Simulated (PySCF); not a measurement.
# Radial density of As⁹⁺ (arsenic, charge +9)

B2PLYP, [Ar] 3d6, high-spin 5D determinant. Computed with PySCF 2.14 in an even-tempered Gaussian basis (20 s from 0.49 bohr⁻², ratio 2.5; 13 p from 0.64 bohr⁻², ratio 2.5; 9 d from 0.64 bohr⁻², ratio 2.5; 4 f from 3.5 bohr⁻², ratio 2.7; 4 g from 5.3 bohr⁻², ratio 2.7), with scalar relativity by spin-free X2C-1e.

```tsv
r (bohr)	4πr²ρ (e/bohr)	4πr²(ρα − ρβ)
0.000859	0.3597	0.0000
0.00144	0.8961	0.0000
0.00243	2.183	-0.0001
0.00409	5.113	-0.0003
0.00687	11.18	-0.0006
0.0116	21.77	-0.0012
0.0194	34.81	-0.0018
0.0327	40.78	-0.0014
0.0550	34.43	0.0089
0.0925	38.14	0.1325
0.156	47.04	1.0293
0.262	25.61	4.2000
0.440	27.33	7.3182
0.741	14.97	3.7498
1.25	1.009	0.3323
2.10	0.002680	0.0013
```

Densities and radii are taken from the X2C orbitals without a picture-change correction, which distorts them close to the nucleus.
